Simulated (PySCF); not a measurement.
# C₆ coefficients of unlike pairs at PBE0

Calculated with PySCF 2.14 from the dipole response of each species, C₆(A,B) = (3/π) ∫ α_A(iu) α_B(iu) du, in atomic units, from isotropic polarisabilities. For ions this is the dispersion term alone; charge-induced terms of lower order in 1/R come first.

```csv
species,configuration,basis,relativity,α (bohr³),C₆ (like pair)
Os⁺,[Xe] 4f14 5d6 6s1 (6D),aug-cc-pwCVTZ-PP with ECP60MDF (8s8p7d4f3g),core potential,28.12,233.1
Br³⁺,[Ar] 3d10 4s2 4p2 (3P),aug-cc-pVQZ-PP with ECP10MDF (7s6p5d3f2g),core potential,6.052,22.51
Ga³⁺,[Ar] 3d10 (1S),aug-cc-pVQZ-PP with ECP10MDF (7s6p5d3f2g),core potential,1.138,1.712
B⁺,[He] 2s2 (1S),aug-cc-pVQZ-DK (6s5p4d3f2g),spin-free X2C,10.77,29.32
```

Estimate C₆ for B⁺ with Br³⁺.

The integral gives 23.54. The combination rule 2 C_A C_B / (C_A α_B/α_A + C_B α_A/α_B) gives 23.35 and the geometric mean 25.69.

No spin-orbit coupling is included.

The other pairs:

```json
{"pair": "Br³⁺, Os⁺", "C₆": "69.98"}
{"pair": "B⁺, Ga³⁺", "C₆": "5.300"}
{"pair": "B⁺, Os⁺", "C₆": "81.53"}
{"pair": "Ga³⁺, Br³⁺", "C₆": "5.784"}
{"pair": "Ga³⁺, Os⁺", "C₆": "16.89"}
```
